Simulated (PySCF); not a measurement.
# Relaxation of triplet RhS₂⁻

Method: UPBE0 in PySCF with Rh def2-TZVPD with ECP28, S def2-TZVPD; scalar-relativistic core potentials, no spin–orbit coupling; density-fitted integrals. A (50,194) grid was used.

A hand-made bent start, of C2v symmetry, held to at least that symmetry:

Coordinates in bohr (charge -1 multiplicity 3):
```
Rh    0.0000    0.0000   -0.8474
S     3.1579    0.0000    1.3638
S    -3.1579    0.0000    1.3638
```

What forces act on the atoms at the start (eV/Å)?


```json
{"atom": "Rh1", "Fx": "0.00", "Fy": "0.00", "Fz": "-0.84"}
{"atom": "S2", "Fx": "1.19", "Fy": "0.00", "Fz": "0.42"}
{"atom": "S3", "Fx": "-1.19", "Fy": "0.00", "Fz": "0.42"}
```

What does it relax to?

It ends at C2v with Rh–S 2.087 Å (×2); S–Rh–S 121.8° (after a last refinement on a finer grid). A frequency run shows a minimum.

How much energy is released, and in how many steps?

11.5 kJ/mol in 6 steps.

Other spin states or occupations of the open shell can lie lower.
